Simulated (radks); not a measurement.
All-electron atom: Te+ in [Kr] 4d10 5s2 5p3. Calculated with a radial shooting solver on a logarithmic mesh with Libxc functionals: scalar-relativistic Kohn-Sham, LDA (Slater exchange, VWN5 correlation), spin-polarised, spherical densities, finite nucleus; open shells are filled with parallel spins first (spin-orbit coupling, left out, can overturn this in heavy ions); Fermi nuclear charge, rms radius 4.7423 fm; hard spherical wall at 2 bohr. Some entries of the table are withheld. Estimate them.

orbital,occ.,eigenvalue (eV),<1/r> (bohr^-1),r(max) (bohr)
1s up,1,-31532.85,55.51,0.01796
1s down,1,-31532.20,55.51,0.01796
2s up,1,-4791.188,12.70,0.1015
2s down,1,-4790.776,12.70,0.1015
2p up,3,-4297.790,12.18,0.08126
2p down,3,-4297.222,12.18,0.08127
3s up,1,-914.2631,4.528,0.2933
3s down,1,-913.6439,4.528,0.2933
3p up,3,-753.9431,4.308,0.2869
3p down,3,-753.2700,4.308,0.2869
3d up,5,-510.3330,4.074,0.2381
3d down,5,-509.6839,4.075,0.2381
4s up,1,-125.9009,1.785,0.7084
4s down,1,-124.6984,1.785,0.7091
4p up,3,-77.2195,1.627,0.7493
4p down,3,-75.9724,1.629,0.7500
4d up,5,-5.1220,1.383,0.8330
4d down,5,-3.6790,1.388,0.8325
5s up,1,54.6760,1.139,1.405
5s down,1,57.5943,1.141,1.403
4f up,0,72.1587,(1),1.061
4f down,0,74.0018,(2),1.044
5p up,3,81.0984,1.170,1.445
5p down,0,84.0412,1.170,1.443
5d up,0,126.7283,1.241,1.497
5d down,0,129.5359,1.237,1.495
6s up,0,273.5051,1.360,(3)
6s down,0,275.5754,1.360,(4)

Answer. 
(1) 4f up <1/r> (bohr^-1): 1.080
(2) 4f down <1/r> (bohr^-1): 1.087
(3) 6s up r(max) (bohr): 1.667
(4) 6s down r(max) (bohr): 1.667
